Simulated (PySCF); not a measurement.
H12Si6. Atoms are numbered in the order given.

```xyz
18

Si    -1.9152    -1.1057    -0.4030
Si    -1.9152     1.1057     0.4030
Si     0.0000     2.2115    -0.4030
Si     1.9152     1.1057     0.4030
Si     1.9152    -1.1057    -0.4030
Si     0.0000    -2.2115     0.4030
H     -1.8625    -1.0753    -1.8968
H     -3.1593    -1.8240     0.0104
H     -3.1593     1.8240    -0.0104
H     -1.8625     1.0753     1.8968
H      0.0000     2.1507    -1.8968
H      0.0000     3.6480     0.0104
H      3.1593     1.8240    -0.0104
H      1.8625     1.0753     1.8968
H      3.1593    -1.8240     0.0104
H      1.8625    -1.0753    -1.8968
H      0.0000    -2.1507     1.8968
H      0.0000    -3.6480    -0.0104
```
Charge 0, spin multiplicity 1.

Geometry optimised at B3LYP-D3(BJ)/def2-SVP.

Computed with KT2/pcSseg-1 in PySCF.

GIAO shieldings, no solvent; atoms listed in one row are averaged. δ = σ(ref) − σ: ²⁹Si against TMS (σ = 361.9 ppm); ¹H against TMS (σ = 31.47 ppm), references at their B3LYP-D3(BJ)/def2-TZVP geometries, non-relativistic.

Problem. Estimate the chemical shifts. (An estimate is asked for; the answer gives what the named calculation found.)

Solution. 
```csv
nucleus,atoms,count,δ (ppm)
²⁹Si,"Si1, Si2, Si3, Si4, Si5, Si6",6,-107.9
¹H,"H12, H18, H9, H15, H13, H8",6,4.21
¹H,"H11, H17, H10, H16, H14, H7",6,3.85
```
